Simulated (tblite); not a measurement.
Compound: C5H5F3O2 (charge +1 and doublet state).
SMILES with atom numbers: `[CH3:1][C:2](=[O:3])[O:4][C+:5]([F:6])[CH:7][CH:8]([F:9])[F:10]` (hydrogens: H11, H12, H13 on C1; H14 on C7; H15 on C8)

Structure optimised with GFN2-xTB, isolated species. This method treats the open shell by occupation alone, without spin polarisation.

Q: Give the optimised bond lengths and angles.

A: 
```
                  bond  length (Å)
                 C1–C2       1.433
                 C2=O3       1.144
                 C2–O4       1.721
                 O4–C5       1.246
                 C5–F6       1.317
                 C5–C7       1.404
                 C7–C8       1.480
         C8–F9, C8–F10       1.336
C1–H11, C1–H12, C1–H13       1.092
                C7–H14       1.084
                C8–H15       1.129
```

Bonds in one row agree within 0.01 Å and their mean is given. A selection of angles:
```
     angle  degrees
 C2–C1–H11    110.8
 C2–C1–H12    110.0
H11–C1–H12    106.5
H11–C1–H13    110.6
H12–C1–H13    110.0
  C1–C2–O3    144.8
  C1–C2–O4    101.9
  O3–C2–O4    113.3
  C2–O4–C5    125.8
  O4–C5–F6    119.1
  O4–C5–C7    125.5
  F6–C5–C7    115.4
  C5–C7–C8    123.1
 C5–C7–H14    119.4
 C8–C7–H14    117.5
  C7–C8–F9    113.5
 C7–C8–F10    114.6
 C7–C8–H15    106.8
 F9–C8–F10    108.6
 F9–C8–H15    106.2
F10–C8–H15    106.6
```

Torsions: C1–C2–O4–C5 -179° (antiperiplanar); C2–O4–C5–F6 21° (synperiplanar); O4–C5–C7–C8 4° (synperiplanar); C5–C7–C8–F9 146° (anticlinal). The mirror-image conformer, all signs reversed, is as good.

The 3 C–F bonds span 1.317 Å (C5–F6, drawn single) to 1.339 Å (C8–F10, drawn single), a spread of 0.022 Å. The 3 C–O bonds span 1.144 Å (C2=O3, drawn double) to 1.721 Å (C2–O4, drawn single), a spread of 0.577 Å. C5 (carbon bonded to C, F and O) is planar (angles 125.5°, 119.1° and 115.4°, sum 360.0°, 0.00 Å off the plane of its three neighbours). O4 (oxygen bonded to 2 C) is bent (angle 125.8°). Of the pairs four or more bonds apart, O4···F10 is among the closest relative to their van der Waals radii: 2.68 Å, 90 % of the sum of Bondi's values. C2 (carbon bonded to C and 2 O) is planar (angles 144.8°, 113.3° and 101.9°, sum 360.0°, 0.01 Å off the plane of its three neighbours). The 3 C–C bonds span 1.404 Å (C5–C7, drawn single) to 1.480 Å (C7–C8, drawn single), a spread of 0.076 Å.

Point group: C1 (no symmetry element, even within 0.4 Å). Its GFN2-xTB frequencies are all real (lowest 19 cm⁻¹).

All values are computed, not measured.
